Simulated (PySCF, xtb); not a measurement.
B(CCH)(Cl)(OMe) (C3H4BClO), SMILES O(C)B(Cl)C#C.

Coordinates come from a PBE0-D3(BJ)/def2-SVP optimisation. This is a generated structure with no PubChem entry under its InChIKey; it may be hypothetical. Other conformers were not sampled.

Calculation: C-PCM-M06-2X/def2-SVP (PySCF).

The values are the electrostatic part of the solvation free energy, E(continuum) − E(gas) at the gas-phase geometry, in a cavity of scaled van der Waals radii (PySCF's table); cavitation and dispersion terms are not included. In vacuum the orbital gap is 9.29 eV. The dipole moment in vacuum is 1.24 D.

```csv
solvent,ε,ΔG(elec) (kcal/mol),dipole (D),gap (eV)
water,78.36,-4.4,1.44,9.40
1-octanol,9.86,-4.0,1.42,9.39
benzene,2.27,(withheld),(withheld),(withheld)
```

Task: What belongs in the gaps? (An estimate is asked for; the answer gives what the named calculation found.)

Result: 
- benzene, ΔG(elec) (kcal/mol): -2.4
- benzene, dipole (D): 1.35
- benzene, gap (eV): 9.35

For comparison, GFN2-xTB/ALPB(water) (xtb, at the GFN2-xTB geometry, all terms of that model) gives -3.0 kcal/mol.
